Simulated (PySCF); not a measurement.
## Excited states of Br⁵⁺ (bromine, charge +5)

Ground state [Ar] 3d10 4s2, ¹S. Calculation: PySCF 2.14, in x2c-TZVPall with one added diffuse shell each of s, p, d type (7s6p5d1f, 57 functions); the spin-free X2C one-electron Hamiltonian (Gaussian nucleus). Vertical excitation energies in eV without spin-orbit coupling; excited terms of each kind are numbered among those the solver found. Frozen: [Ar].

```csv
term,leading excitation,EOM-EE-CCSD
1 3P°,4s → p,13.121
1 1P°,4s → p,18.994
1 3D,4s → d,37.609
1 1D,4s → d,41.169
1 3S,4s → s,44.347
1 1S,4s → s,45.377
2 3P°,4s → p,50.307
2 1P°,4s → p,50.619
2 3D,4s → d,59.115
2 1D,4s → d,59.412
1 3F°,4s → f,64.258
1 1F°,4s → f,67.041
```

Only the lower part of the computed list is shown. Doubly excited terms such as np² are absent. The solver can miss terms.
